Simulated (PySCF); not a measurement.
# Excitation energy of Mn²⁺ by level of theory

Mn²⁺ [Ar] 3d5 (6S) → Mn²⁺ [Ar] 3d4 4s1 (6D), as a difference of total energies. Calculation: PySCF 2.14, in aug-cc-pVDZ-DK; the spin-free X2C one-electron Hamiltonian (Gaussian nucleus). Correlated levels: valence: [Ar] frozen. The calculations carry no spin-orbit coupling.

| method | excitation energy (eV) |
| --- | --- |
| UHF | 7.410 |
| MP2 (valence) | 7.885 |
| SCS-MP2 (valence) | 7.568 |
| CCSD (valence) | 7.888 |
| CCSD(T) (valence) | 7.893 |

How much does correlation contribute at CCSD(T) (valence)?

7.893 − (7.410) = 0.483 eV, measured against UHF.
